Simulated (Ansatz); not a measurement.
Cost and result up the ladder for Ge(OH)Cl3 (GeCl3OH) (6 atoms). The state is a singlet with charge 0. Geometry: PBE0-D4/def2-SVP.

Cartesian coordinates in Å:
```
Ge -0.0153 0.2451 0.2100
O 0.1643 -1.4338 -0.2393
H 0.1103 -1.5794 -1.1922
Cl -1.9129 1.0046 -0.4003
Cl 1.4951 1.4472 -0.6977
Cl 0.1585 0.3163 2.3195
```

Ansatz on 4 threads of Intel Xeon on a shared host. Times are rough, and most runs start from the orbitals of an earlier one. ωB97M-V/def2-TZVP serves as the yardstick here, not as an exact answer. Differences are given only for rows in sets of like size (and for xTB, whose basis is part of the method), since another set adds its own error. Binding counts from free atoms at the same level (Ge triplet, O triplet, H doublet, Cl doublet; other spins of the atoms weren't run), without zero-point energy or a counterpoise term.

The 6-31G sets use Cartesian d functions. B3LYP takes the VWN-RPA correlation. Correlated methods freeze 25 core orbitals; core or outer-core shells of Ge are correlated, in sets that lack core-valence functions.

Correlated methods converge slowly with the basis.

```json
{"level": "HF/6-31G", "functions": "79", "binding energy per atom (eV)": "1.65", "difference from ωB97M-V/def2-TZVP (eV)": "–"}
{"level": "r2SCAN-D4/def2-TZVP", "functions": "196", "binding energy per atom (eV)": "3.30", "difference from ωB97M-V/def2-TZVP (eV)": "0.04"}
{"level": "PBE-D4/def2-SVP", "functions": "105", "binding energy per atom (eV)": "3.33", "difference from ωB97M-V/def2-TZVP (eV)": "–"}
{"level": "CCSD(T)/def2-TZVP", "functions": "196", "binding energy per atom (eV)": "3.16", "difference from ωB97M-V/def2-TZVP (eV)": "-0.11"}
{"level": "B97M-V/def2-TZVP", "functions": "196", "binding energy per atom (eV)": "3.32", "difference from ωB97M-V/def2-TZVP (eV)": "0.06"}
{"level": "LDA (SPW92)/def2-TZVP", "functions": "196", "binding energy per atom (eV)": "3.85", "difference from ωB97M-V/def2-TZVP (eV)": "0.58"}
{"level": "B3LYP-D4/6-31G", "functions": "79", "binding energy per atom (eV)": "2.76", "difference from ωB97M-V/def2-TZVP (eV)": "–"}
{"level": "PBE0-D4/def2-SVP", "functions": "105", "binding energy per atom (eV)": "3.23", "difference from ωB97M-V/def2-TZVP (eV)": "–"}
{"level": "BLYP-D4/def2-TZVP", "functions": "196", "binding energy per atom (eV)": "3.19", "difference from ωB97M-V/def2-TZVP (eV)": "-0.07"}
{"level": "PBE0-D4/def2-TZVP", "functions": "196", "binding energy per atom (eV)": "3.25", "difference from ωB97M-V/def2-TZVP (eV)": "-0.01"}
{"level": "ωB97M-V/def2-TZVP", "functions": "196", "binding energy per atom (eV)": "3.27", "difference from ωB97M-V/def2-TZVP (eV)": "0.00"}
{"level": "PBE-D4/def2-TZVPD", "functions": "241", "binding energy per atom (eV)": "3.34", "difference from ωB97M-V/def2-TZVP (eV)": "0.07"}
{"level": "HF/STO-3G", "functions": "51", "binding energy per atom (eV)": "2.60", "difference from ωB97M-V/def2-TZVP (eV)": "–"}
{"level": "r2SCAN-D4/def2-TZVPD", "functions": "241", "binding energy per atom (eV)": "3.30", "difference from ωB97M-V/def2-TZVP (eV)": "0.04"}
```

Problem. Estimate how long each takes.

Solution. HF/STO-3G 1.7 s; HF/6-31G 3.8 s; PBE-D4/def2-SVP 4.3 s; B3LYP-D4/6-31G 5.5 s; LDA (SPW92)/def2-TZVP 6.5 s; PBE-D4/def2-TZVPD 7 s; BLYP-D4/def2-TZVP 7.5 s; PBE0-D4/def2-SVP 7.6 s; r2SCAN-D4/def2-TZVP 10 s; PBE0-D4/def2-TZVP 12 s; r2SCAN-D4/def2-TZVPD 12 s; B97M-V/def2-TZVP 18 s; ωB97M-V/def2-TZVP 22 s; CCSD(T)/def2-TZVP 1.9 min. On shared hardware such times vary by a factor of up to 3.
